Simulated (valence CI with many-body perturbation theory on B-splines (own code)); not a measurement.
**E1 line list for Tc4+**

Computed by valence CI with perturbative core correlation (CI+MBPT): three valence electrons over a frozen Dirac-Fock core [Kr], a basis of 7 s, 7 p, 8 d, 6 f, 4 g, 1 h functions for each j, with the one-electron correlation potential Σ1, the two-electron term Σ2, the three-electron term Σ3, Breit, model QED; selected CI, second order for the rest (own B-spline code, finite nucleus).

No measured levels were compared; by estimate terms of the open shell hold to 2 to 4 % of their energy, and close levels can change places; different configurations can be misplaced against each other by 1,000 to 8,000 cm⁻¹. The list stops below the first excitations out of the core.

Lines 251 to 300 of 570 in falling wavelength, among levels below 248850 cm⁻¹, chosen from the strongest by gf and those to the six lowest levels. Wavelengths and rates use the calculated energies, so an error of 2000 cm⁻¹ moves a line at 702.6 Å by 1.4 % and its rate by three times that or more. Electric multipoles are in the length gauge, E1 and E2 with the static RPA response of the core. Weak lines are less certain than strong ones. Lines between different terms over intervals too small for the method are left out, as are lines whose strength nearly cancels. Where a level lies close to another of its J and parity, the split of strength between their lines is uncertain. The highest levels of a list are the least certain.

Names give the largest LS component (configuration and term), which can be under half, so a name can repeat, a term be missing and a line seem to break the LS rules; names also repeat where a configuration has a term twice. Letters in brackets count levels of one name in rising energy.

```tsv
λ vac (Å)	Upper	Lower	A (s⁻¹)	S (a.u.)
702.6	4d2 5p 2D°_5/2 [c]	4d3 2D_3/2 [b]	1.59e+08	1.64e-01
700.7	4d2 5p 2D°_5/2 [c]	4d3 2D_5/2 [b]	6.99e+08	7.12e-01
699.7	4d2 5p 4D°_7/2 [a]	4d3 2F_7/2	1.52e+08	2.06e-01
699.0	4d2 5p 2G°_7/2 [a]	4d3 2F_5/2	7.98e+07	1.08e-01
696.4	4d2 5p 4G°_7/2	4d3 2D_5/2 [a]	2.99e+07	3.99e-02
694.5	4d2 5p 2P°_1/2 [b]	4d3 2D_3/2 [b]	1.84e+09	6.08e-01
693.4	4d2 5p 4G°_5/2	4d3 2D_3/2 [a]	6.53e+07	6.45e-02
693.2	4d2 5p 4F°_5/2	4d3 2P_3/2	2.57e+07	2.53e-02
689.5	4d2 5p 4F°_5/2	4d3 2D_5/2 [a]	1.37e+08	1.33e-01
689.0	4d2 5p 2P°_3/2 [b]	4d3 2D_3/2 [b]	5.04e+08	3.26e-01
687.2	4d2 5p 2P°_3/2 [b]	4d3 2D_5/2 [b]	1.63e+09	1.04e+00
686.9	4d2 5p 2F°_7/2 [b]	4d3 2D_5/2 [b]	9.37e+08	1.20e+00
686.3	4d2 5p 2G°_9/2 [a]	4d3 2F_7/2	6.80e+07	1.08e-01
684.7	4d2 5p 4F°_3/2	4d3 2P_1/2	1.26e+08	7.99e-02
682.1	4d2 5p 4F°_3/2	4d3 2D_3/2 [a]	1.71e+08	1.07e-01
681.1	4d2 5p 2D°_3/2 [a]	4d3 2P_3/2	4.29e+07	2.67e-02
680.8	4d2 5p 2F°_5/2 [a]	4d3 2D_5/2 [a]	1.39e+08	1.30e-01
679.9	4d2 5p 2F°_5/2 [c]	4d3 2D_3/2 [b]	9.05e+08	8.42e-01
678.2	4d2 5p 2F°_5/2 [c]	4d3 2D_5/2 [b]	2.97e+08	2.75e-01
675.3	4d2 5p 4G°_5/2	4d3 2G_7/2	7.86e+07	7.17e-02
674.6	4d2 5p 4G°_9/2	4d3 2H_11/2	4.25e+07	6.45e-02
674.5	4d2 5p 4F°_5/2	4d3 2D_3/2 [a]	8.34e+07	7.58e-02
673.7	4d2 5p 2F°_5/2 [b]	4d3 2F_5/2	3.53e+08	3.19e-01
671.6	4d2 5p 2F°_7/2 [a]	4d3 2D_5/2 [a]	2.33e+08	2.78e-01
670.5	4d2 5p 4D°_5/2 [a]	4d3 2P_3/2	1.52e+08	1.35e-01
670.0	4d2 5p 4G°_5/2	4d3 4P_3/2	1.96e+07	1.75e-02
669.4	4d2 5p 4F°_7/2	4d3 2H_9/2	3.01e+07	3.57e-02
668.6	4d2 5p 4D°_3/2 [a]	4d3 2D_5/2 [a]	5.73e+07	3.38e-02
667.1	4d2 5p 4G°_7/2	4d3 2G_9/2	7.61e+07	8.92e-02
667.0	4d2 5p 2G°_7/2 [b]	4d3 2F_5/2	2.23e+08	2.62e-01
666.1	4d2 5p 2F°_5/2 [a]	4d3 2D_3/2 [a]	2.73e+08	2.39e-01
665.5	4d2 5p 2D°_3/2 [a]	4d3 2P_1/2	3.69e+08	2.14e-01
665.2	4d2 5p 2G°_7/2 [b]	4d3 2F_7/2	9.45e+07	1.10e-01
664.7	4d2 5p 2D°_5/2 [a]	4d3 2P_3/2	1.04e+09	9.02e-01
664.6	4d2 5p 2S°_1/2	4d3 2P_3/2	4.96e+08	1.44e-01
663.0	4d2 5p 2D°_3/2 [a]	4d3 2D_3/2 [a]	4.34e+08	2.50e-01
662.4	4d2 5p 2F°_7/2 [a]	4d3 2H_9/2	2.00e+07	2.29e-02
662.2	4d2 5p 4F°_9/2	4d3 2H_11/2	1.15e+08	1.65e-01
661.3	4d2 5p 2D°_5/2 [a]	4d3 2D_5/2 [a]	4.77e+08	4.08e-01
661.0	4d2 5p 4F°_9/2	4d3 2H_9/2	2.59e+07	3.69e-02
659.9	4d2 5p 4F°_5/2	4d3 4P_5/2	6.07e+07	5.17e-02
659.6	4d2 5p 4F°_3/2	4d3 4P_1/2	7.24e+07	4.10e-02
659.4	4d2 5p 4F°_3/2	4d3 4P_3/2	1.37e+08	7.74e-02
658.6	4d2 5p 4D°_7/2 [a]	4d3 2D_5/2 [a]	4.52e+08	5.10e-01
657.7	4d2 5p 2G°_9/2 [b]	4d3 2F_7/2	3.25e+08	4.56e-01
657.5	4d2 5p 4D°_7/2 [b]	4d3 2F_5/2	1.96e+08	2.20e-01
657.4	4d2 5p 4F°_5/2	4d3 2G_7/2	3.33e+07	2.80e-02
656.8	4d2 5p 4D°_3/2 [a]	4d3 2P_1/2	5.75e+08	3.21e-01
655.8	4d2 5p 2D°_3/2 [b]	4d3 2F_5/2	6.80e+07	3.78e-02
655.7	4d2 5p 4D°_7/2 [b]	4d3 2F_7/2	1.65e+08	1.83e-01
```
